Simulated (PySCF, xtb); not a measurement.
Sb(Br)(TeH)2 (BrH₂SbTe₂), SMILES [TeH][Sb]([TeH])[Br].

Harmonic wavenumbers (cm⁻¹) from GFN2-xTB in xtb at its own minimum, in rising order: 50, 62, 74, 118, 158, 198, 203, 210, 535, 578, 1936, 1942.

What does PBE0-D3(BJ)/def2-SVP (PySCF 2.14.0) give at its own minimum? (The exact figures need the calculation; the answer reports its results.)

49, 55, 73, 139, 169, 193, 199, 237, 525, 586, 2136, 2136. Paired by order, the mean absolute difference is 41 cm⁻¹ and the zero-point energies are 8.7 and 9.3 kcal/mol.
